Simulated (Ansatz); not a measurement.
Reaction (substitution at a C–O bond): `COC(C)=N` + `[NH2][Ge][SH]` → `C[S][Ge][NH2]` + `CC(=N)O`

Calculated with Ansatz (gas phase, PBE0-D4/def2-TZVP geometries, no zero-point term in ΔE). CCSD(T)/CBS is the MP2 limit (def2-TZVPP, def2-QZVPP) plus CCSD(T) − MP2 in def2-TZVPP, frozen cores. For Ge outer-core shells are correlated without core-valence functions, which leaves a few kJ/mol of doubt a bond. Scalar relativity is left out up to krypton. One conformer a species, not always the lowest.

`COC(C)=N`:

```xyz
12

C    -1.043   -1.545   -0.532
O    -0.553   -0.622    0.427
C     0.260    0.337   -0.040
C     0.700    1.235    1.072
N     0.559    0.395   -1.268
H    -1.675   -2.238    0.020
H    -1.618   -1.030   -1.304
H    -0.220   -2.075   -1.014
H    -0.170    1.697    1.543
H     1.366    2.015    0.704
H     1.214    0.654    1.840
H     1.180    1.176   -1.447
```

`[NH2][Ge][SH]`:

Cartesian coordinates in Å:
```
N 0.338 -0.231 1.181
Ge -0.009 1.088 -0.020
S -0.490 -0.311 -1.721
H 0.293 -1.225 1.016
H 0.607 -0.008 2.126
H -0.739 0.687 -2.582
```

`C[S][Ge][NH2]`:

```xyz
9

C     1.559    0.264   -1.250
S     0.584   -0.717   -0.077
Ge   -1.046    0.735    0.399
N    -1.935   -0.347    1.560
H     1.607   -0.258   -2.205
H     2.569    0.393   -0.861
H     1.112    1.248   -1.406
H    -2.776   -0.034    2.017
H    -1.675   -1.284    1.824
```

`CC(=N)O`:

Z-matrix (Å, degrees):
```
C
C 1 1.493
H 1 1.092 2 109.8
H 1 1.092 2 109.8 3 117.7
H 1 1.088 2 111.1 3 -121.1
N 2 1.263 1 129.2 3 121.0
O 2 1.346 1 111.4 3 -59.0
H 6 1.014 2 111.4 1 0.0
H 7 0.967 2 106.0 1 180.0
```

```tsv
level	ΔE (kJ/mol)
CCSD(T)/def2-TZVPP	-25.7
HF/def2-QZVPP	-17.7
MP2/def2-QZVPP	-33.8
HF/CBS(def2)	-17.6
```

What does CCSD(T)/CBS give? (Estimate.)

Computed: -29.9 kJ/mol. The listed levels differ from it by 4.2, 12.2, -3.9, 12.3 kJ/mol.

Largest T1 diagnostic among the species: 0.014.

In def2-TZVPP, CCSD(T) changes the Hartree–Fock value by −7.5 kJ/mol (the triples alone add −1.3 kJ/mol) and MP2 by −13.3 kJ/mol.
